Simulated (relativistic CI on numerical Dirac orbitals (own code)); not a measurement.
Tm³⁺: 4d photoemission

Computed with this model: Dirac-Coulomb-Breit CI, KLI orbitals optimised for each configuration, QED by a radiative potential, multiplet model of photoemission in the sudden approximation, unscaled Slater integrals; configurations [Xe] 4f12 → [Kr] 4d9 4f12 5s2 5p6; 300 K; Lorentzian 1 eV and Gaussian 0.6 eV FWHM. Energies are those of the free ion, without screening or charge transfer. The energies are binding energies and can lie tens of eV above those of solids. S is read from ⟨S²⟩ = S(S + 1).

Computed curve for free ion, scaled to 100 at the maximum (points under 2 are left out and the grid is thinned):

(Energy (eV), Intensity): (205.6, 2.1), (206.2, 2.5), (207.0, 3.5), (207.6, 4.8), (208.4, 8.3), (209.0, 14.9), (209.8, 48.2), (210.4, 98.4), (211.2, 68.5), (211.8, 47.3), (212.4, 32.8), (213.2, 31.6), (213.8, 31.9), (214.6, 30.6), (215.2, 48.2), (216.0, 73.3), (216.6, 38.9), (217.2, 24.7), (218.0, 25.8), (218.6, 33.0), (219.4, 42.0), (220.0, 38.1), (220.8, 44.2), (221.4, 27.5), (222.2, 20.7), (222.8, 24.2), (223.4, 22.2), (224.2, 17.5), (224.8, 19.0), (225.6, 30.9), (226.2, 41.0), (227.0, 63.5), (227.6, 64.6), (228.4, 34.5), (229.0, 31.9), (229.6, 30.9), (230.4, 42.7), (231.0, 34.0), (231.8, 27.9), (232.4, 36.2), (233.2, 16.4), (233.8, 10.2), (234.6, 14.1), (235.2, 15.1), (235.8, 11.8), (236.6, 19.4), (237.2, 37.5), (238.0, 19.1), (238.6, 9.0), (239.4, 7.5), (240.0, 6.8), (240.6, 5.6), (241.4, 6.8), (242.0, 13.1), (242.8, 40.3), (243.4, 39.0), (244.2, 11.7), (244.8, 5.9), (245.6, 3.4), (246.2, 2.2)

The ground state has S = 1.00, and the centroid lies at 223.19 eV.
